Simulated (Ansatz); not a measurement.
Ansatz (a first-principles code) input:
A basis named .json is the Basis Set Exchange file of that set.

Ansatz 0.2 input:
```yaml
crystal:
  periodic: [false, false, false]
  atoms:
    - {symbol: Br, position_ang: [1.88109691, -0.80092124, 0.05503745]}
    - {symbol: C, position_ang: [-0.00258713, -0.40796435, 0.02944598]}
    - {symbol: C, position_ang: [-0.97521359, -1.35583627, 0.09928152]}
    - {symbol: C, position_ang: [-2.31096727, -0.82986876, 0.06328582]}
    - {symbol: C, position_ang: [-2.54504066, 0.53151423, -0.03461924]}
    - {symbol: Se, position_ang: [-0.79227074, 1.30412186, -0.09295246]}
    - {symbol: H, position_ang: [-0.74575315, -2.41392946, 0.17530538]}
    - {symbol: H, position_ang: [-3.15258162, -1.52103939, 0.11440312]}
basis:
  gaussian:
    orbitals: def2-QZVPP.json
hamiltonian:
  xc: {name: PBE0}
total_charge: -1
```

Task: Predict the final energy.

Result: -5128.70523 Eh (PBE0/def2-QZVPP). The basis has 466 functions.

It need not be the lowest isomer of its formula. Whether it binds its extra electron was not tested at this geometry.
